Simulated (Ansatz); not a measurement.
Pulling on the Sn1–F2 bond in ClFSn (SMILES [F][Sn][Cl]) (multiplicity 1 held, fragments rigid). Energies count from the point at 1.951 Å.
Geometry at that point (charge 0, multiplicity 1):
```xyz
3

Sn     0.19089     0.14887     0.49763
F      0.90725     1.42281    -0.79533
Cl    -1.04176    -1.19111    -1.04256
```

R- and RO- levels are restricted; in cc, def2 and unpolarised 6-31G sets they are followed outwards from rest. U- levels take the lowest unrestricted solution at each point, which mixes spins at long bonds. Curves can end on different states.

Correlated levels freeze the cores. Filled d and f shells under p-block atoms count as core.

The values were computed with Ansatz (Gaussian orbitals). Values without a source in brackets are computed. In def2 rows elements past Kr take small-core potentials, without spin–orbit coupling.

Energies in eV.

```csv
R (Å),U-HF/def2-SVP,R-MP2/def2-SVP,U-SCS-MP2/def2-SVP,R-CCSDT/def2-SVP,R-CCSDT(Q)/def2-SVP
1.561,3.44,3.71,3.71,3.73,3.73
1.756,0.54,0.65,0.65,0.67,0.67
1.951,0.00,0.00,0.00,0.00,0.00
2.146,0.40,0.33,0.32,0.30,0.30
2.342,1.12,1.00,0.99,0.95,0.94
2.634,2.27,2.13,2.11,2.03,2.00
2.927,2.98,3.14,4.11,2.96,2.90
3.415,3.18,4.46,4.75,4.07,3.84
3.903,3.22,5.40,4.89,4.60,4.24
4.488,3.24,6.12,4.91,4.79,4.48
5.269,3.25,6.56,4.92,4.83,4.29
6.244,3.25,6.52,4.93,4.82,4.23
```

Doubts at one or more of the structures used: a spin-contaminated determinant (U-HF/def2-SVP, U-SCS-MP2/def2-SVP); a restricted determinant that unrestricted orbitals would lower (R-MP2/def2-SVP, R-CCSDT/def2-SVP, R-CCSDT(Q)/def2-SVP); T1 above 0.05 (R-CCSDT/def2-SVP, R-CCSDT(Q)/def2-SVP); other coupled-cluster roots lie near (R-CCSDT/def2-SVP, R-CCSDT(Q)/def2-SVP).

Ansatz is a program for electronic structure.
